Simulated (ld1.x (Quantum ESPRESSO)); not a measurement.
# What one change does to a pseudopotential (molybdenum (Mo), TM)

* Element: molybdenum (Mo)
* Generator: ld1.x (Quantum ESPRESSO) 7.5
* Type: norm-conserving Troullier–Martins (Kleinman–Bylander form)
* Functional: PBE
* Relativity: scalar-relativistic
* Frozen core: [Kr]
* Valence charge: 6
* Reference configuration: 4d4 5s0 5p0 (charge +2)
* Partial waves: 5p (bound, empty): rc 2.65 bohr; 4d (bound): rc 1.55 bohr; 5s (bound, empty): rc 2.80 bohr
* Local potential: the s channel
* Core correction: none

Change: reference 4d5 5s1 5p0.

Cutoffs: the cutoffs (Ry, on a coarse ladder) from which the occupation-weighted sum of valence levels, in a spherical-Bessel basis at the reference potential, stays within 10 and 1 mRy of its value at 400 Ry; they do not see the model core or the augmentation charge, which bear on the density cutoff. Errors are all-electron minus pseudo energies relative to the spin-unpolarised reference configuration.

Problem. What does the change do?

Solution. The potential gets neither clearly harder nor softer (45 Ry and 55 Ry → 45 Ry and 55 Ry); the range in which the s phases agree widens (upper end 1.0 → 2.0); the range in which the d phases agree widens (upper end -0.4 → 0.8); neither file shows a bound ghost.

| quantity | base | changed |
| --- | --- | --- |
| cutoff, loose | 45 Ry | 45 Ry |
| cutoff, tight | 55 Ry | 55 Ry |
| bound ghosts | none | none |
| largest error over its own tests, meV | +227 | -516 |
| s: phases at 3.06 bohr within 0.05 rad from the reference energy up to (Ry; the scan ends near 5) | 1.0 | 2.0 |
| p: phases at 3.06 bohr within 0.05 rad from the reference energy up to (Ry; the scan ends near 5) | 1.6 | 2.5 |
| d: phases at 3.06 bohr within 0.05 rad from the reference energy up to (Ry; the scan ends near 5) | -0.4 | 0.8 |
